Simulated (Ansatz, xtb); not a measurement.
**Two isomers of C5H6Cl2O**

Structure X is `CCC(C=O)=C(Cl)Cl`, a singlet and structure Y is `C/C(C=O)=C(\Cl)CCl`, a singlet. Both are isolated molecules in the gas phase, relaxed with B3LYP-D3(BJ)/def2-SVP, each in the lowest conformer that the search found.

X (Å):

```yaml
atoms:
  - { symbol: C, position_ang: [-0.6759, -1.1268, -2.1520] }
  - { symbol: C, position_ang: [-0.2806, -0.8053, -0.7045] }
  - { symbol: C, position_ang: [-0.2197, 0.6789, -0.4424] }
  - { symbol: C, position_ang: [-1.4768, 1.3226, 0.0221] }
  - { symbol: C, position_ang: [0.8870, 1.4200, -0.6717] }
  - { symbol: Cl, position_ang: [1.0028, 3.1336, -0.4089] }
  - { symbol: Cl, position_ang: [2.3587, 0.7251, -1.2727] }
  - { symbol: O, position_ang: [-2.4990, 0.6993, 0.2060] }
  - { symbol: H, position_ang: [-0.7422, -2.2156, -2.3023] }
  - { symbol: H, position_ang: [-1.6569, -0.6909, -2.3940] }
  - { symbol: H, position_ang: [0.0651, -0.7285, -2.8622] }
  - { symbol: H, position_ang: [0.6897, -1.2648, -0.4669] }
  - { symbol: H, position_ang: [-1.0332, -1.2239, -0.0204] }
  - { symbol: H, position_ang: [-1.4320, 2.4221, 0.1901] }
```

Y (Å):

```xyz
14

C    -0.6866   -0.2862    1.4877
C    -1.2348    0.3754    0.2566
C    -1.4846   -0.4998   -0.9198
C    -1.4749    1.7065    0.1740
C    -2.0255    2.4619   -0.9930
Cl   -1.0821    2.7341    1.5300
Cl   -0.7057    3.2722   -1.9353
O    -1.3129   -1.6980   -0.9039
H    -1.2856   -0.0308    2.3748
H     0.3425    0.0546    1.6865
H    -0.6795   -1.3741    1.3470
H    -1.8265    0.0042   -1.8534
H    -2.7009    3.2540   -0.6479
H    -2.5638    1.8101   -1.6879
```

Q: Estimate which is lower in electronic energy at CCSD(T)/def2-SVP + ΔMP2/def2-TZVPP, and by roughly how much.

A: Not settled: CCSD(T)/def2-SVP + ΔMP2/def2-TZVPP gives E(Y) − E(X) = −2.5 kcal/mol, but this leans on the basis-set step: CCSD(T) alone gives −0.5 kcal/mol.

The same difference at several levels:

| level | geometry | E(Y) − E(X) (kcal/mol) | departure from the last row (kcal/mol) | job, with rough time for the two |
| --- | --- | --- | --- | --- |
| B3LYP-D3(BJ)/def2-SVP | B3LYP-D3(BJ)/def2-SVP | −1.3 | +1.1 | optimisation, 2.7 min |
| HF/def2-SVP | B3LYP-D3(BJ)/def2-SVP | −3.8 | −1.3 | part of the CCSD(T) run |
| MP2/def2-SVP | B3LYP-D3(BJ)/def2-SVP | +0.1 | +2.6 | part of the CCSD(T) run |
| CCSD(T)/def2-SVP | B3LYP-D3(BJ)/def2-SVP | −0.5 | +2.0 | single point |
| CCSD(T)/def2-SVP + ΔMP2/def2-TZVPP | B3LYP-D3(BJ)/def2-SVP | −2.5 |  | single point, 2.2 min |

As drawn, both hold the same kinds of bond in the same numbers.

MP2/def2-SVP, CCSD(T)/def2-SVP find them nearly level. The largest departure from CCSD(T)/def2-SVP + ΔMP2/def2-TZVPP is that of MP2/def2-SVP, 2.6 kcal/mol. Levels run at GFN2-xTB geometries aren't shown. The last row adds to CCSD(T) the change of the MP2 difference between the two basis sets, here −2.0 kcal/mol.

With thermal terms from frequencies at re-optimised GFN2-xTB minima (ideal gas, soft modes damped towards free rotors, one conformer each, 298.15 K, 1 atm): on the last row, ΔE + ΔZPE = −3.0, ΔH = −2.9, ΔG = −3.2 kcal/mol.

The correlated steps freeze 16 core orbitals. Run with Ansatz 0.2.0, xtb 6.7.1; the last row on 4 threads of Arm Neoverse V1 on a shared host.
